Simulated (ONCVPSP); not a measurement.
## Varying the ONCV potential for rhenium

Base potential:

Re (Z = 75), optimised norm-conserving Vanderbilt (ONCV), made with ONCVPSP 4.0.1 (PBEsol, scalar-relativistic). Core [Kr] 4d10 4f14, reference 5s2 5p6 5d6 6s1. Waves: 5s+6s: rc 1.50 bohr, ncon 4, nbas 8, qcut 9.1 1/bohr, 2 projectors; 5p: rc 1.50 bohr, ncon 4, nbas 7, qcut 7.3 1/bohr, 2 projectors, debl 3 Ha; 5d: rc 2.75 bohr, ncon 4, nbas 8, qcut 6.4 1/bohr, 2 projectors, debl 3.5 Ha. Local part: polynomial inside 1.40 bohr (lpopt 2, dvloc0 0 Ha). Core correction: Teter function, fcfact 1.5, rcfact 1.3.

All-electron outer shells of the reference configuration (PBEsol, scalar-relativistic, ld1.x):

```
shell  level (eV)  outermost node (bohr)  outermost maximum (bohr)
   5s      -83.13                   0.52                      0.93
   5p      -45.02                   0.56                      1.06
   4f      -40.13                      –                      0.41
   6s       -5.33                   1.25                      2.61
   5d       -4.03                   0.62                      1.45
```

Cutoffs, loose and tight: the cutoffs (Ha) at which the residual kinetic energy of the hardest occupied pseudo-wave falls to 1 and 0.1 mHa per electron. They do not see the model core or the augmentation charge, which bear on the density cutoff. Test errors are all-electron minus pseudo excitation energies from the reference, over the configurations 5s2 5p6 5d5 6s2; 5s2 5p6 5d5 6s1; 5s2 5p6 5d5 6s0; 5s2 5p6 5d4 6s2 6p1. A dash means not determined; rows that change the core or the reference have their own tests.

| change | outcome | cutoff, loose | cutoff, tight | bound ghosts | GHOST(+) flags above zero | largest test error (meV) |
| --- | --- | --- | --- | --- | --- | --- |
| base | generated | 28 Ha | 39 Ha | none | s | +40 |
| s: qcut 13; p: qcut 10.4; d: qcut 9.1 | failed: ERROR pspot: first pseudo wave function has node, program will stop | – | – | – | – | – |
| all radii but the core radius scaled by about 0.76 (s 1.14, p 1.14, d 2.08 bohr); local potential polynomial inside 1.06 bohr (lpopt 2, dvloc0 0 Ha) | failed: ERROR pspot: first pseudo wave function has node, program will stop | – | – | – | – | – |
| functional PBE | generated | 28 Ha | 39 Ha | none | s | +42 |
| d: nbas 9 | generated | 28 Ha | 39 Ha | none | s | +40 |
| core correction Teter function, fcfact 4.6, rcfact 1.3 | generated | 28 Ha | 39 Ha | none | s | +39 |
| d: debl 0.65 | generated | 28 Ha | 39 Ha | none | s | +44 |
| local potential polynomial inside 1.40 bohr (lpopt 2, dvloc0 -3 Ha) | generated | 28 Ha | 39 Ha | none | s | +42 |
| core correction none | generated | 28 Ha | 39 Ha | none | s | +40 |

(1) What comes out with this change to the base: d: rc 2.3?

## Answers

(1) outcome: generated; cutoff, loose: 28 Ha; cutoff, tight: 39 Ha; bound ghosts: none; GHOST(+) flags above zero: s; largest test error (meV): +7.9.
